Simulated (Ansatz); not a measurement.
Geometry optimisation, RKS PBE-D4/6-31G in Ansatz 0.2.0.

Input:

```yaml
crystal:
  periodic: [false, false, false]
  atoms:
    - { symbol: "N", position_ang: [0.1116, 1.4682, 1.4717] }
    - { symbol: C, position_ang: [-0.5004, 0.7482, 0.3501] }
    - { symbol: Si, position_ang: [0.5438, -0.7383, -0.0184] }
    - { symbol: B, position_ang: [-0.113, -1.7408, -1.476] }
    - { symbol: F, position_ang: [-0.3633, -1.1348, -2.7802] }
    - { symbol: H, position_ang: [0.9404, 1.9918, 1.1262] }
    - { symbol: H, position_ang: [-0.5818, 2.2838, 1.691] }
    - { symbol: H, position_ang: [-1.4761, 0.413, 0.6118] }
    - { symbol: H, position_ang: [-0.5574, 1.4028, -0.5175] }
    - { symbol: H, position_ang: [1.9313, -0.2924, -0.3467] }
    - { symbol: H, position_ang: [0.6359, -1.5902, 1.2138] }
    - { symbol: H, position_ang: [-0.4939, -2.8666, -1.2917] }
basis:
  gaussian: { orbitals: "6-31G" }
hamiltonian:
  xc: pbe
  dispersion: d4
relax:
  f_tol: 0.02
  max_steps: 40
scf:
  lower_state_search: "off"
```

Launched with:

```bash
$ ansatz run input.yaml --threads 1 --pin off --max-ram 2048MiB --backend cpu --events-out ev --progress --plain --runs-dir out
```

Q: Where does it end, and by what steps?

A: The forces met the threshold. Limits of this set-up: no polarisation functions. After 34 steps the energy has fallen by 0.688 eV; H12 moved furthest, 0.61 Å.

```csv
step,energy less start (eV),largest force component (eV/Å),accepted
0,0.0000,3.139,yes
2,-0.2757,3.526,no
4,-0.6753,0.267,yes
6,-0.6824,0.099,yes
8,-0.6843,0.076,yes
10,-0.6848,0.024,yes
12,-0.6852,0.029,yes
14,-0.6857,0.070,yes
16,-0.6802,0.333,no
18,-0.6866,0.034,yes
20,-0.6870,0.075,yes
22,-0.6874,0.086,yes
24,-0.6872,0.052,no
26,-0.6876,0.041,yes
28,-0.6879,0.048,yes
30,-0.6881,0.036,yes
32,-0.6882,0.031,yes
34,-0.6882,0.014,yes
```

```xyz
12
Properties=species:S:1:pos:R:3
N 0.133 1.664 1.358
C -0.541 0.840 0.358
Si 0.484 -0.791 0.069
B -0.121 -1.835 -1.570
F -0.626 -1.127 -2.644
H 1.077 1.965 1.122
H -0.426 2.398 1.792
H -1.531 0.543 0.749
H -0.723 1.320 -0.632
H 1.924 -0.350 -0.182
H 0.503 -1.648 1.318
H -0.078 -3.034 -1.703
```

Time of the run: 120 s on 1 thread of Arm Neoverse V1 (shared host), peak memory 0.17 GiB.
